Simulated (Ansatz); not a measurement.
Job for Ansatz (a quantum-chemistry and plane-wave program): R-B3LYP-D3(BJ)/def2-TZVP on CrO3 (SMILES [O]=[Cr](=[O])=[O]).

Ansatz 0.2 input:
```yaml
crystal:
  periodic: [false, false, false]
  atoms:
    - {symbol: Cr, position_ang: [0.00550000, -0.00180000, -0.04710000]}
    - {symbol: O, position_ang: [1.60080000, -0.01310000, 0.00650000]}
    - {symbol: O, position_ang: [-0.79800000, 1.40700000, 0.01400000]}
    - {symbol: O, position_ang: [-0.80820000, -1.39210000, 0.02670000]}
basis:
  gaussian:
    orbitals: def2-TZVP
hamiltonian:
  xc: b3lyp
  dispersion: d3bj
relax: {f_tol: 0.004, max_steps: 120}
scf: {lower_state_search: off}
```

Program output:

```
WARN ansatz: RAYON_NUM_THREADS=4 ignored (pool sized by the plan → 4); use --threads N
Functional definition: B3LYP
these checks for a lower state are left out or cut short: stability, starts, cluster_reference, orbital_swaps, neighbouring_geometries, increment
integrals: 0.05 GiB planned
939 factors; their error is unknown
mean field: 0.54 GiB planned
mean field evaluation 1: about -34535.3013 eV, gradient 1.4e2 eV
mean field evaluation 2: about -33978.7023 eV, gradient 6.3e2 eV
mean field evaluation 4: about -34545.6988 eV, gradient 1.3e2 eV
mean field evaluation 8: about -34558.4473 eV, gradient 7.4e1 eV
mean field evaluation 16: about -34564.9393 eV, gradient 2.0e-6 eV
mean field -34564.93927426 eV, -1270.2380893718 hartree, gradient 2.0e-6 eV, S^2 0.000000; 0 other end points of the search recorded, 0 dependent functions left out
the calculation of the forces begins
reference -34564.93950816 eV, -1270.2380979675 hartree; 24, 24 occupied and 114, 114 virtual orbitals, 939 factors
relax step   1: F+E_penalty+E_count = -34565.06588130 eV  Δ(F+E_penalty+E_count) = +0.000e0 eV  max|allowed force component| = 1.897e0 eV/Å  Δτ_max = 0.0000 Å  (46 SCF iters, accepted)
these checks for a lower state are left out or cut short: stability, starts, cluster_reference, orbital_swaps, neighbouring_geometries, increment
integrals: 0.06 GiB planned
939 factors; their error is unknown
mean field: 0.54 GiB planned
mean field -34564.99031635 eV, -1270.2399651340 hartree, gradient 2.5e-6 eV, S^2 0.000000; 0 other end points of the search recorded, 0 dependent functions left out
the calculation of the forces begins
reference -34564.99055082 eV, -1270.2399737505 hartree; 24, 24 occupied and 114, 114 virtual orbitals, 939 factors
relax step   2: F+E_penalty+E_count = -34565.11780490 eV  Δ(F+E_penalty+E_count) = -5.192e-2 eV  max|allowed force component| = 1.751e0 eV/Å  Δτ_max = 0.1990 Å  (35 SCF iters, accepted)
these checks for a lower state are left out or cut short: stability, starts, cluster_reference, orbital_swaps, neighbouring_geometries, increment
integrals: 0.06 GiB planned
939 factors; their error is unknown
mean field: 0.54 GiB planned
mean field evaluation 32: about -34565.0523 eV, gradient 1.7e-6 eV
mean field -34565.05226580 eV, -1270.2422417342 hartree, gradient 1.7e-6 eV, S^2 0.000000; 0 other end points of the search recorded, 0 dependent functions left out
the calculation of the forces begins
reference -34565.05249856 eV, -1270.2422502880 hartree; 24, 24 occupied and 114, 114 virtual orbitals, 939 factors
relax step   3: F+E_penalty+E_count = -34565.18136450 eV  Δ(F+E_penalty+E_count) = -6.356e-2 eV  max|allowed force component| = 1.271e0 eV/Å  Δτ_max = 0.0646 Å  (25 SCF iters, accepted)
these checks for a lower state are left out or cut short: stability, starts, cluster_reference, orbital_swaps, neighbouring_geometries, increment
integrals: 0.06 GiB planned
939 factors; their error is unknown
mean field: 0.54 GiB planned
mean field -34565.09287049 eV, -1270.2437339289 hartree, gradient 1.7e-6 eV, S^2 0.000000; 0 other end points of the search recorded, 0 dependent functions left out
the calculation of the forces begins
reference -34565.09310357 eV, -1270.2437424944 hartree; 24, 24 occupied and 114, 114 virtual orbitals, 939 factors
relax step   4: F+E_penalty+E_count = -34565.22142619 eV  Δ(F+E_penalty+E_count) = -4.006e-2 eV  max|allowed force component| = 2.158e-2 eV/Å  Δτ_max = 0.0215 Å  (26 SCF iters, accepted)
these checks for a lower state are left out or cut short: stability, starts, cluster_reference, orbital_swaps, neighbouring_geometries, increment
integrals: 0.06 GiB planned
939 factors; their error is unknown
mean field: 0.54 GiB planned
mean field -34565.09288653 eV, -1270.2437345186 hartree, gradient 2.2e-6 eV, S^2 0.000000; 0 other end points of the search recorded, 0 dependent functions left out
the calculation of the forces begins
reference -34565.09311962 eV, -1270.2437430845 hartree; 24, 24 occupied and 114, 114 virtual orbitals, 939 factors
relax step   5: F+E_penalty+E_count = -34565.22143714 eV  Δ(F+E_penalty+E_count) = -1.095e-5 eV  max|allowed force component| = 2.253e-4 eV/Å  Δτ_max = 0.0005 Å  (17 SCF iters, accepted)
Total energy: -34565.22167023 eV, -1270.2484672322 hartree
Atom 0 at    -0.001303    -0.001190    -0.254896 Å, force     0.000081     0.000212     0.000225 eV/Å
Atom 1 at     1.539799    -0.008990     0.077052 Å, force     0.000080    -0.000018    -0.000088 eV/Å
Atom 2 at    -0.761102     1.338205     0.082718 Å, force    -0.000034    -0.000106    -0.000096 eV/Å
Atom 3 at    -0.777294    -1.328026     0.095226 Å, force    -0.000127    -0.000088    -0.000042 eV/Å
Dipole moment:    -0.003003    -0.002700    -0.578240 e Å
Checks for a lower state left out: stability, starts, cluster_reference, orbital_swaps, neighbouring_geometries, increment
```

The run converged.

Cost: about 26 core-seconds (a rough figure).
